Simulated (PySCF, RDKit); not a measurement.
Positional isomers: trisilane methyl. Gas-phase values, no solvent. One relaxed conformer stands for each flexible species; it need not be the lowest. Strings in code marks are SMILES.

Quantity: electronic energy of isomers of CH10Si3 relative to `C[SiH2][SiH2][SiH3]` (C–Si–Si–Si torsion 60°), in kJ/mol. Force-field values (RDKit) are differences of steric energies, which aren't made for comparing isomers with other bonds.

Level 1: CAM-B3LYP-D3(BJ)/def2-TZVP (PySCF)
Level 2: PBE-D3(BJ)/def2-TZVP // CAM-B3LYP-D3(BJ)/def2-TZVP (PySCF)
Level 3: HF/6-31G* // CAM-B3LYP-D3(BJ)/def2-TZVP (PySCF)
Level 4: MMFF94, relaxed from the DFT geometry (RDKit)

```csv
species,level 1,level 2,level 3,level 4
`C[SiH]([SiH3])[SiH3]`,2.74,2.43,4.04,-39.73
```
